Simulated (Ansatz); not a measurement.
The lowest singlet and triplet of C4H4S (SMILES c1ccsc1); geometries from B3LYP-D3(BJ)/def2-TZVP, each state relaxed from the structure named, with no frequency check.
Singlet (charge 0, multiplicity 1):
```xyz
9

C      0.4640    -1.2066     0.6623
C     -0.9331    -0.9928     0.5035
C     -1.2141     0.1806    -0.1352
S      0.2202     1.0323    -0.5471
C      1.2119    -0.1907     0.1406
H      0.8921    -2.0749     1.1418
H     -1.6928    -1.6793     0.8480
H     -2.1793     0.5889    -0.3848
H      2.2848    -0.0942     0.1226
```
Triplet (charge 0, multiplicity 3):
```xyz
9

C      0.416    -1.308     0.597
C     -0.904    -1.106     0.447
C     -1.222     0.163    -0.208
S      0.222     1.175    -0.374
C      1.230    -0.212     0.070
H      0.862    -2.187     1.041
H     -1.675    -1.799     0.752
H     -2.067     0.313    -0.866
H      2.205    -0.341    -0.380
```

A positive gap puts the triplet lower; no zero-point energy. R- takes a restricted singlet. U- takes an unrestricted singlet (broken symmetry where lower, unprojected). The triplet is unrestricted in single-reference levels. Active spaces average the two states.

Cores are frozen in the correlated methods.

The values were computed with Ansatz (a quantum-chemistry and plane-wave program) with Gaussian orbitals. Values without a source in brackets are computed.

```json
[
 {"level": "U-HF/cc-pV(T+d)Z (spin-contaminated)", "gap E(singlet) − E(triplet), adiabatic (kJ/mol)": "-221.1"},
 {"level": "U-PBE/def2-TZVPP", "gap E(singlet) − E(triplet), adiabatic (kJ/mol)": "-314.2"},
 {"level": "R-r2SCAN/def2-TZVPP", "gap E(singlet) − E(triplet), adiabatic (kJ/mol)": "-297.5"},
 {"level": "R-wB97X-V/def2-TZVPP", "gap E(singlet) − E(triplet), adiabatic (kJ/mol)": "-315.0"},
 {"level": "U-wB97M-V/def2-TZVPP", "gap E(singlet) − E(triplet), adiabatic (kJ/mol)": "-324.8"},
 {"level": "U-MP2/cc-pV(T+d)Z (spin-contaminated)", "gap E(singlet) − E(triplet), adiabatic (kJ/mol)": "-346.9"},
 {"level": "U-SCS-MP2/cc-pV(T+d)Z (spin-contaminated)", "gap E(singlet) − E(triplet), adiabatic (kJ/mol)": "(withheld)"},
 {"level": "R-CCSD/cc-pV(T+d)Z", "gap E(singlet) − E(triplet), adiabatic (kJ/mol)": "(withheld)"},
 {"level": "FIC-MRCISD+Q on SA-CASSCF(6,5)/cc-pV(T+d)Z", "gap E(singlet) − E(triplet), adiabatic (kJ/mol)": "-319.5"}
]
```

Question: Fill in the missing entries.

Answer: 
- U-SCS-MP2/cc-pV(T+d)Z (spin-contaminated), gap E(singlet) − E(triplet), adiabatic (kJ/mol): -336.3
- R-CCSD/cc-pV(T+d)Z, gap E(singlet) − E(triplet), adiabatic (kJ/mol): -307.5

Doubts at one or more of the structures used: a restricted determinant that unrestricted orbitals would lower (R-CCSD/cc-pV(T+d)Z).
